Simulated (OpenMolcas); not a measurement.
Ru2+ (d6) among equal point charges was computed by CASSCF with the d shell active (OpenMolcas, ANO-RCC-VDZP on the metal). Its lowest spin-free states, and all those of the highest spin:

```json
{"2S+1": "5", "Degeneracy": "3", "E (cm-1)": "0.0"}
{"2S+1": "1", "Degeneracy": "1", "E (cm-1)": "8722"}
{"2S+1": "3", "Degeneracy": "3", "E (cm-1)": "9241"}
{"2S+1": "5", "Degeneracy": "2", "E (cm-1)": "11264"}
{"2S+1": "3", "Degeneracy": "3", "E (cm-1)": "12929"}
{"2S+1": "1", "Degeneracy": "3", "E (cm-1)": "16725"}
{"2S+1": "3", "Degeneracy": "3", "E (cm-1)": "17728"}
{"2S+1": "3", "Degeneracy": "3", "E (cm-1)": "19273"}
{"2S+1": "3", "Degeneracy": "2", "E (cm-1)": "20268"}
{"2S+1": "3", "Degeneracy": "3", "E (cm-1)": "21021"}
{"2S+1": "1", "Degeneracy": "3", "E (cm-1)": "23510"}
{"2S+1": "3", "Degeneracy": "3", "E (cm-1)": "24835"}
```

Is the site octahedral, tetrahedral or cube-like, axial, or of lower symmetry?

The states with 2S+1 = 5 have orbital degeneracies 3, 2. Threefold states need a cubic site. For d6 at this spin an octahedron puts the threefold T2 below the twofold E and a tetrahedron or cube puts the twofold E below the threefold T2, so the site is octahedral. The first gap at this spin, 11300 cm-1, is |10Dq| in ligand-field theory. The run had Ru2+ among 6 point charges of -1.1 e arranged as an octahedron (Oh), 1.85 Å from the ion.

An orbital triplet at a regular site is open to Jahn-Teller coupling, which can distort the site and quench the lowest spin-orbit gaps and is left out. Without dynamic correlation the repulsion within the d shell is too large (B by tens of per cent), so at a given field states of lower spin stand too high. This shell can be high or low spin here, a state of another spin lies low, and with metal d orbitals alone active their balance is uncertain, so the ground spin may be wrong. Point charges give a weaker field than real ligands, and real ions of this kind are as a rule low spin; the high spin found here belongs to the model. This is an electrostatic model: the charges have no orbitals. No measured value stands beside these numbers.
